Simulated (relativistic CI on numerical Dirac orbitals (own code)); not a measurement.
Energy levels of Bi²⁰⁺

These numbers are calculated, not measured: Dirac-Coulomb-Breit CI, orbitals from a KLI potential per configuration, QED by a radiative potential, unscaled Slater integrals (own radial code, finite nucleus).

Configuration list (outside the closed core [Kr] 4d10): 4f14.5s2.5p, 4f14.5s.5p2, 4f14.5s2.5d, 4f14.5s.5p.5d, 4f13.5s2.5p2, 4f14.5s2.5f, 4f14.5s.5p.5f, 4f14.5s2.5g, 4f14.5p2.5d, 4f14.5s2.6s, 4f14.5s.5d2, 4f13.5s2.5p.5d, 4f14.5p3, 4f13.5p4, 4f14.5p.5d2, 4f14.5d3, 4f13.5p2.5d2, 4f14.5d2.5f. Double excitations out of closed p, d and f shells are left out; levels of such configurations are missing from the list, as are those of other unlisted configurations, and high levels can miss mixing partners. Some configurations lack a partner that the ground configuration has and come out too high, among them 4f13.5s2.5p.5d, 4f14.5s2.5g, 4f14.5s2.6s.

The lowest level is 4f14.5s2.5p 2P°_1/2, with 99 % of that term; Hund's rules for 4f14.5s2.5p give 2P° with J = 1/2, in agreement.

| No. | Configuration | Term | J | E (cm⁻¹) | % | Landé g | jj configuration (%) |
| --- | --- | --- | --- | --- | --- | --- | --- |
| 1 | 4f14.5s2.5p | 2P° | 1/2 | 0 | 99 | 0.663 | 5p1/2 (99) |
| 2 | 4f14.5s2.5p | 2P° | 3/2 | 267257 | 99 | 1.332 | 5p3/2 (99) |
| 3 | 5s.5p2(3P) | 4P | 1/2 | 385314 | 64 | 2.288 | 5s 5p1/2^2 (95) |
| 4 | 5s.5p2(3P) | 4P | 3/2 | 599371 | 92 | 1.671 | 5s 5p1/2 5p3/2 (99) |
| 5 | 5s.5p2(1D) | 2D | 5/2 | 635028 | 52 | 1.381 | 5s 5p1/2 5p3/2 (96) |
| 6 | 4f13.5p2(1S) | 2F° | 7/2 | 675824 | 35 | 1.143 | 4f7/2^7 5p1/2^2 (99) |
| 7 | 5s.5p2(1D) | 2D | 3/2 | 684838 | 68 | 0.956 | 5s 5p1/2 5p3/2 (93) |
| 8 | 5s.5p2(3P) | 2P | 1/2 | 700977 | 71 | 1.198 | 5s 5p1/2 5p3/2 (93) |
| 9 | 4f13.5p2(1S) | 2F° | 5/2 | 723338 | 38 | 0.851 | 4f5/2^5 4f7/2^8 5p1/2^2 (99) |
| 10 | 5s.5p2(3P) | 4P | 5/2 | 877764 | 50 | 1.400 | 5s 5p3/2^2 (85) |
| 11 | 4f14.5s2.5d | 2D | 3/2 | 912361 | 83 | 0.889 | 5d3/2 (83) |
| 12 | 4f13.5p2(3P) | 4F° | 9/2 | 921668 | 56 | 1.252 | 4f7/2^7 5p1/2 5p3/2 (99) |
| 13 | 4f13.5p2(3P) | 2F° | 5/2 | 928590 | 44 | 1.012 | 4f7/2^7 5p1/2 5p3/2 (97) |
| 14 | 4f13.5p2(3P) | 2G° | 7/2 | 938032 | 42 | 1.121 | 4f7/2^7 5p1/2 5p3/2 (99) |
| 15 | 4f13.5p2(1D) | 2P° | 3/2 | 943485 | 57 | 1.114 | 4f7/2^7 5p1/2 5p3/2 (92) |
| 16 | 4f13.5p2(1D) | 2H° | 11/2 | 943589 | 64 | 1.154 | 4f7/2^7 5p1/2 5p3/2 (100) |
| 17 | 4f13.5p2(1D) | 2D° | 5/2 | 948927 | 73 | 1.188 | 4f7/2^7 5p1/2 5p3/2 (98) |
| 18 | 4f13.5p2(1D) | 2F° | 7/2 | 954899 | 66 | 1.190 | 4f7/2^7 5p1/2 5p3/2 (98) |
| 19 | 4f13.5p2(1D) | 2G° | 9/2 | 959176 | 67 | 1.132 | 4f7/2^7 5p1/2 5p3/2 (99) |
| 20 | 4f13.5p2(3P) | 4F° | 3/2 | 960544 | 71 | 0.560 | 4f5/2^5 4f7/2^8 5p1/2 5p3/2 (95) |
| 21 | 5s.5p2(1S) | 2S | 1/2 | 967547 | 69 | 1.847 | 5s 5p3/2^2 (97) |
| 22 | 4f13.5p2(3P) | 4G° | 7/2 | 976101 | 43 | 1.052 | 4f5/2^5 4f7/2^8 5p1/2 5p3/2 (99) |
| 23 | 4f13.5p2(3P) | 4G° | 5/2 | 980660 | 53 | 0.825 | 4f5/2^5 4f7/2^8 5p1/2 5p3/2 (97) |
| 24 | 4f14.5s2.5d | 2D | 5/2 | 980854 | 83 | 1.216 | 5d5/2 (83) |
| 25 | 4f13.5p2(1D) | 2P° | 1/2 | 985030 | 67 | 0.441 | 4f5/2^5 4f7/2^8 5p1/2 5p3/2 (100) |
| 26 | 4f13.5p2(1D) | 2H° | 9/2 | 988589 | 60 | 0.999 | 4f5/2^5 4f7/2^8 5p1/2 5p3/2 (100) |
| 27 | 5s.5p2(3P) | 2P | 3/2 | 988931 | 57 | 1.145 | 5s 5p3/2^2 (85) |
| 28 | 4f13.5p2(1D) | 2D° | 3/2 | 1000330 | 68 | 0.928 | 4f5/2^5 4f7/2^8 5p1/2 5p3/2 (97) |
| 29 | 4f13.5p2(1D) | 2G° | 7/2 | 1001470 | 58 | 0.990 | 4f5/2^5 4f7/2^8 5p1/2 5p3/2 (99) |
| 30 | 4f13.5p2(1D) | 2F° | 5/2 | 1005492 | 54 | 1.034 | 4f5/2^5 4f7/2^8 5p1/2 5p3/2 (98) |
| 31 | 4f14.5p3 | 2P° | 3/2 | 1079302 | 42 | 1.327 | 5p3/2 (93) |
| 32 | 4f13.5p2(3P) | 4G° | 11/2 | 1212399 | 64 | 1.205 | 4f7/2^7 5p3/2^2 (99) |
| 33 | 4f13.5p2(1D) | 2G° | 9/2 | 1214211 | 57 | 1.180 | 4f7/2^7 5p3/2^2 (98) |
| 34 | 4f13.5p2(1D) | 2F° | 7/2 | 1215638 | 62 | 1.186 | 4f7/2^7 5p3/2^2 (96) |
| 35 | 4f13.5p2(3P) | 2D° | 3/2 | 1217341 | 61 | 0.957 | 4f7/2^7 5p3/2^2 (99) |
| 36 | 4f13.5p2(1D) | 2D° | 5/2 | 1223165 | 49 | 1.135 | 4f7/2^7 5p3/2^2 (98) |
| 37 | 4f14.5s.5p.5d | 4F° | 3/2 | 1224443 | 80 | 0.512 | 5s 5p1/2 5d3/2 (96) |
| 38 | 4f14.5s.5p.5d | 4F° | 5/2 | 1248342 | 49 | 1.063 | 5s 5p1/2 5d3/2 (84) |
| 39 | 4f13.5p2(1D) | 2F° | 5/2 | 1251497 | 45 | 1.002 | 4f5/2^5 4f7/2^8 5p3/2^2 (97) |
| 40 | 4f13.5p2(3P) | 4D° | 3/2 | 1256952 | 46 | 0.953 | 4f5/2^5 4f7/2^8 5p3/2^2 (99) |
| 41 | 4f13.5p2(1S) | 2F° | 7/2 | 1257695 | 45 | 1.066 | 4f7/2^7 5p3/2^2 (65) |
| 42 | 4f13.5p2(3P) | 4D° | 1/2 | 1258495 | 67 | 0.210 | 4f5/2^5 4f7/2^8 5p3/2^2 (99) |
| 43 | 4f13.5p2(3P) | 2G° | 9/2 | 1260037 | 40 | 1.061 | 4f5/2^5 4f7/2^8 5p3/2^2 (99) |
| 44 | 4f13.5p2(1S) | 2F° | 7/2 | 1266956 | 45 | 1.085 | 4f5/2^5 4f7/2^8 5p3/2^2 (62) |
| 45 | 4f14.5p3 | 2D° | 5/2 | 1295568 | 24 | 1.223 | 5s 5p1/2 5d5/2 (72) |
| 46 | 4f14.5p3 | 4S° | 3/2 | 1296116 | 38 | 1.364 | 5p1/2 5p3/2^2 (55) |
| 47 | 4f13.5p2(1S) | 2F° | 5/2 | 1304897 | 69 | 0.869 | 4f5/2^5 4f7/2^8 5p3/2^2 (97) |
| 48 | 4f14.5s.5p.5d | 4D° | 1/2 | 1306505 | 66 | 0.376 | 5s 5p1/2 5d3/2 (95) |
| 49 | 4f14.5s.5p.5d | 4D° | 3/2 | 1309205 | 40 | 1.345 | 5s 5p1/2 5d3/2 (43) |
| 50 | 4f14.5s.5p.5d | 4F° | 7/2 | 1322998 | 56 | 1.256 | 5s 5p1/2 5d5/2 (92) |
| 51 | 4f14.5s.5p.5d | 4P° | 5/2 | 1324611 | 36 | 1.348 | 5s 5p1/2 5d5/2 (68) |
| 52 | 4f14.5p3 | 2P° | 1/2 | 1369693 | 93 | 0.664 | 5p1/2 5p3/2^2 (93) |
| 53 | 4f14.5s.5p.5d | 2F° | 5/2 | 1383212 | 61 | 0.993 | 5s 5p1/2 5d5/2 (51) |
| 54 | 4f14.5s.5p.5d | 2P° | 3/2 | 1402942 | 35 | 1.093 | 5s 5p1/2 5d5/2 (49) |
| 55 | 4f14.5s.5p.5d | 4D° | 3/2 | 1527424 | 39 | 1.349 | 5s 5p3/2 5d3/2 (94) |
| 56 | 4f14.5s.5p.5d | 4P° | 1/2 | 1527541 | 88 | 2.353 | 5s 5p3/2 5d3/2 (98) |
| 57 | 4f14.5s.5p.5d | 4D° | 5/2 | 1527829 | 54 | 1.270 | 5s 5p3/2 5d3/2 (92) |
| 58 | 4f14.5s.5p.5d | 4F° | 9/2 | 1531306 | 100 | 1.332 | 5s 5p3/2 5d5/2 (100) |
| 59 | 4f14.5s.5p.5d | 4D° | 7/2 | 1534197 | 46 | 1.310 | 5s 5p3/2 5d3/2 (67) |
| 60 | 4f13.5s2.5p.5d | 4P | 3/2 | 1541083 | 38 | 1.554 | 4f7/2^7 5p1/2 5d3/2 (97) |
| 61 | 4f13.5s2.5p.5d | 4D | 5/2 | 1553072 | 32 | 1.219 | 4f7/2^7 5p1/2 5d3/2 (98) |
| 62 | 4f13.5s2.5p.5d | 2I | 11/2 | 1555100 | 41 | 0.989 | 4f7/2^7 5p1/2 5d3/2 (99) |
| 63 | 4f14.5s.5p.5d | 2D° | 3/2 | 1562176 | 23 | 1.308 | 5s 5p3/2 5d5/2 (66) |
| 64 | 4f13.5s2.5p.5d | 4G | 7/2 | 1564166 | 25 | 1.084 | 4f7/2^7 5p1/2 5d3/2 (99) |
| 65 | 4f13.5s2.5p.5d | 2G | 9/2 | 1564956 | 25 | 1.019 | 4f7/2^7 5p1/2 5d3/2 (98) |
| 66 | 4f14.5s.5p.5d | 2D° | 5/2 | 1581395 | 47 | 1.339 | 5s 5p3/2 5d5/2 (97) |
| 67 | 4f14.5s.5p.5d | 2D° | 3/2 | 1583020 | 60 | 0.991 | 5s 5p3/2 5d3/2 (71) |
| 68 | 4f13.5s2.5p.5d | 4I | 9/2 | 1594076 | 63 | 0.813 | 4f5/2^5 4f7/2^8 5p1/2 5d3/2 (97) |
| 69 | 4f14.5s.5p.5d | 2F° | 5/2 | 1597386 | 63 | 0.914 | 5s 5p3/2 5d3/2 (74) |
| 70 | 4f13.5s2.5p.5d | 4D | 1/2 | 1605401 | 36 | 1.225 | 4f5/2^5 4f7/2^8 5p1/2 5d3/2 (80) |

Energies count from the lowest computed level; ° marks odd parity. Percentages are summed over parent terms; the parents shown are those of the largest component, closed shells are left out there. Filled j subshells are mostly left out of the jj labels.

The mean weight of the leading LS term, summed over parents, in these 70 levels is 56 %, and that of the leading jj configuration (from the same eigenvectors) 90 %, so jj coupling describes them better and the LS labels are nominal.

At this charge transitions that keep the count of f electrons are usually good to a few per cent. Levels that differ in their count of f electrons can be misplaced by several ten thousand cm⁻¹, since the correlation energy of f electrons is missing or only estimated; rates across such gaps can be off by orders of magnitude.

LS names give the leading component of a level, which can be under half, so a name can repeat, a term be missing and a line seem to break the LS rules.
